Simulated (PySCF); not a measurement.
2-methylidenecyclopent-3-en-1-one (C6H6O), SMILES C=C1C=CCC1=O. Atoms are numbered in the order given.

```xyz
13

C     -0.9196     1.9558     0.0000
C     -0.5898     0.6429     0.0000
C     -1.4286    -0.5537     0.0000
C     -0.6705    -1.6831     0.0000
C      0.8017    -1.3763     0.0000
C      0.8464     0.1635     0.0000
O      1.8444     0.8603     0.0000
H     -0.1133     2.7068     0.0000
H     -1.9649     2.3005     0.0000
H     -2.5279    -0.5285     0.0000
H     -1.0731    -2.7066     0.0000
H      1.3431    -1.7747     0.8867
H      1.3431    -1.7747    -0.8867
```
Charge 0, spin multiplicity 1.

The structure is a stationary point at PBE-D3(BJ)/def2-SVP. One conformer was computed; it need not be the lowest.

Two levels are set side by side: PBE/pcSseg-1 (PySCF) and KT2/pcSseg-1 (PySCF). GIAO shifts against H2O (¹⁷O), TMS (¹H), TMS (¹³C) at the same level; non-relativistic, no solvent, atoms listed together averaged. Differences are taken from unrounded values.

| quantity | KT2 | PBE | PBE minus KT2 |
|---|---|---|---|
| δ(¹³C) of C1 (ppm) | 115.8 | 124.3 | 8.5 |
| δ(¹³C) of C2 (ppm) | 143.3 | 152.5 | 9.2 |
| δ(¹³C) of C3 (ppm) | 136.8 | 145.5 | 8.7 |
| δ(¹³C) of C4 (ppm) | 136.2 | 145.7 | 9.5 |
| δ(¹³C) of C5 (ppm) | 45.9 | 49.0 | 3.1 |
| δ(¹³C) of C6 (ppm) | 195.6 | 208.1 | 12.5 |
| δ(¹⁷O) of O7 (ppm) | 579.0 | 631.7 | 52.7 |
| δ(¹H) of H10 (ppm) | 7.15 | 7.27 | 0.12 |
| δ(¹H) of H11 (ppm) | 6.85 | 7.02 | 0.18 |
| δ(¹H) of H12, H13 (ppm) | 3.34 | 3.40 | 0.06 |

Rough cost on one machine, each run with all the roots and properties that it gave: KT2 against PBE within a factor of 2.
